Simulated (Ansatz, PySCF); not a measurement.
Species: C$_{3}$H$_{3}$N$_{2}$, net charge 0, doublet state. SMILES: [nH]1[c]ccn1
Geometry from a B3LYP-D3(BJ)/def2-TZVP (Ansatz, a first-principles code) optimisation:
```xyz
8

C      0.4325     1.0944    -0.0806
C     -0.9035     0.8332     0.0792
C     -0.9283    -0.5799     0.1224
N      0.2817    -1.1179    -0.0002
N      1.1173    -0.0521    -0.1259
H     -1.7180     1.5299     0.1522
H     -1.7837    -1.2265     0.2384
H      2.1044    -0.1996    -0.2342
```
Charge 0, spin multiplicity 2.

Quantity: size of the dipole moment, in D. Set-up: non-relativistic; dispersion terms only where a functional's name holds one; six Cartesian d functions in 6-31G* and its kin unless marked 5d; UHF or UKS for open shells; spin-orbit terms left out. Ab initio and DFT rows: single points at B3LYP-D3(BJ) geometries (Ansatz).

```
level             program  size of the dipole moment (D)
----------------  -------  -----------------------------
PBE/3-21G          Ansatz                           1.15
BP86/def2-SVP       PySCF                           1.15
BP86/6-31G* (5d)    PySCF                           1.17
B3LYP/STO-3G       Ansatz                           1.55
B3LYP/6-31G        Ansatz                           1.45
B3LYP/6-31G**      Ansatz                           1.31
```

No value to compare with is used here. The 6 habitual levels span 1.15 (PBE/3-21G) to 1.55 D (B3LYP/STO-3G).

The levels are drawn from those run, B3LYP/6-31G* more often than the rest, none by its result; left out are runs that failed, that the program found above a lower state of the same kind, or whose <S^2> lies over 0.5 above the pure value.
